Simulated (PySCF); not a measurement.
**NMR parameters from quadrupole coupling constants**

Species: C4H5BF3N.
Structure used (PBE0-D3(BJ)/def2-SVP), in Å, numbered top down from 1:
```xyz
14
C4H5BF3N angstrom
B     -2.7491   -0.7330    1.2652
N     -1.5697   -0.1560    0.4860
C     -0.6803    0.2845   -0.0959
C      0.4495    0.8451   -0.8272
C      1.6097   -0.0896   -0.9016
F      1.3966   -1.2207   -1.5651
C      2.8051    0.1477   -0.3608
F      3.8223   -0.6573   -0.4430
F      3.0761    1.2383    0.3110
H     -3.3343   -1.4764    0.4904
H     -2.2603   -1.3209    2.2202
H     -3.4244    0.2313    1.6001
H      0.7528    1.7853   -0.3422
H      0.1045    1.0975   -1.8459
```

Computed at PBE0/pcSseg-1 (PySCF, non-relativistic):

| atom | environment | nucleus | spin I | Q (b) | CQ = χzz (MHz) | η |
| --- | --- | --- | --- | --- | --- | --- |
| B1 | four-coordinate boron | 11B | 3/2 | 0.04059 | 2.409 | 0.017 |
| N2 | nitrogen bonded to B and C | 14N | 1 | 0.02044 | -2.364 | 0.117 |

**Question.** Recover the principal values of the field gradient from CQ = 234.96 MHz × Q × Vzz, η = (Vxx − Vyy)/Vzz and a zero trace.

**Answer.** The tensor is traceless, so η fixes the two smaller values:

```csv
atom,Vxx (au),Vyy (au),Vzz (au),Vzz (10²¹ V/m²)
B1,-0.124,-0.128,0.253,2.45
N2,0.217,0.275,-0.492,-4.78
```

**Question.** At 7.05 T, set νQ = 3|CQ|/[2I(2I − 1)] beside the Larmor frequency (|g| × 7.62259 MHz/T × B; g(11B) = 1.79243, g(14N) = 0.40376), and give PQ = |CQ|√(1 + η²/3).

**Answer.** 
| atom | PQ (MHz) | νQ (MHz) | ν0 (MHz) | νQ/ν0 |
| --- | --- | --- | --- | --- |
| B1 | 2.409 | 1.205 | 96.32 | 0.013 |
| N2 | 2.370 | 3.546 | 21.70 | 0.163 |

For B1: PQ = 2.409 × 1.0001, νQ = 2.409 × 0.5000, ν0 = 13.6630 MHz/T × 7.05 T.

**Question.** Second-order quadrupolar shift of the central transition's centre of gravity (half-integer spins, νQ < ν0/10) at 7.05 and 14.1 T.

**Answer.** δ = −(3/40)(PQ/ν0)² [I(I + 1) − 3/4]/[I²(2I − 1)²], in ppm:

```
     site  7.05 T  14.1 T
11B at B1   -15.6   -3.91
```

**Question.** Take a correlation time of 15 ps, isotropic tumbling and extreme narrowing. What quadrupolar relaxation rates and linewidths follow?

**Answer.** Rate = (3π²/10) PQ² τc (2I + 3)/[I²(2I − 1)], the same for T1 and T2; width = rate/π.

```json
{"site": "11B at B1", "spin factor (2I + 3)/[I²(2I − 1)]": "1.333", "1/T1 (s⁻¹)": "344", "T1 (ms)": "2.91", "linewidth (Hz)": "109"}
{"site": "14N at N2", "spin factor (2I + 3)/[I²(2I − 1)]": "5.000", "1/T1 (s⁻¹)": "1250", "T1 (ms)": "0.802", "linewidth (Hz)": "397"}
```

Solvent, lattice and vibrations would change these gradients. One conformer (not necessarily the lowest) at the PBE0-D3(BJ)/def2-SVP geometry, without solvent, vibrations or thermal averaging. These gradients aren't converged with respect to the basis.
